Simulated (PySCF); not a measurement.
H3Si, SMILES [SiH3-], charge -1.

The structure is a stationary point at PBE0-D3(BJ)/def2-TZVPD.

All values below come from IEF-PCM-ωB97X/def2-TZVPD run with PySCF.

The values are the electrostatic part of the solvation free energy, E(continuum) − E(gas) at the gas-phase geometry, in a cavity of scaled van der Waals radii (PySCF's table); cavitation and dispersion terms are not included. In vacuum the orbital gap is 8.01 eV.

| solvent | ε | ΔG(elec) (kcal/mol) | gap (eV) |
|---|---|---|---|
| water | 78.36 | -58.5 | 9.09 |
| N,N-dimethylformamide | 37.22 | -57.7 | 9.08 |
| methanol | 32.61 | -57.4 | 9.08 |
